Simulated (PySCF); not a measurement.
CH6FNOSi2, SMILES N[Si@@H]1OC[Si@@H]1F. Geometry optimised at PBE-D3(BJ)/def2-SVP. The structure was generated by enumeration; whether it is a known compound was not checked. Other conformers were not sampled.

Task: Give the equilibrium geometry at PBE-D3(BJ)/def2-SVP (PySCF confirms it by a frequency run) as bond lengths and angles. (An estimate is asked for; the answer gives what the named calculation found.)

Result: One answer among several that fit: 
Atoms: N1 Si2 O3 C4 Si5 F6 H7 H8 H9 H10 H11 H12. Bonded distances (Å): N1–Si2 1.726, N1–H7 1.022, N1–H8 1.022, Si2–O3 1.731, Si2–Si5 2.343, Si2–H9 1.500, O3–C4 1.448, C4–Si5 1.929, C4–H10 1.114, C4–H11 1.112, Si5–F6 1.651, Si5–H12 1.508. Bond angles (°): Si2–N1–H7 121.9, Si2–N1–H8 121.4, H7–N1–H8 111.8, N1–Si2–O3 119.9, N1–Si2–Si5 118.1, N1–Si2–H9 105.2, O3–Si2–Si5 76.6, O3–Si2–H9 108.0, Si5–Si2–H9 126.8, Si2–O3–C4 108.5, O3–C4–Si5 98.1, O3–C4–H10 111.8, O3–C4–H11 109.8, Si5–C4–H10 113.9, Si5–C4–H11 115.5, H10–C4–H11 107.6, Si2–Si5–C4 73.8, Si2–Si5–F6 122.9, Si2–Si5–H12 120.1, C4–Si5–F6 116.7, C4–Si5–H12 114.2, F6–Si5–H12 106.2.
Charge 0, spin multiplicity 1.
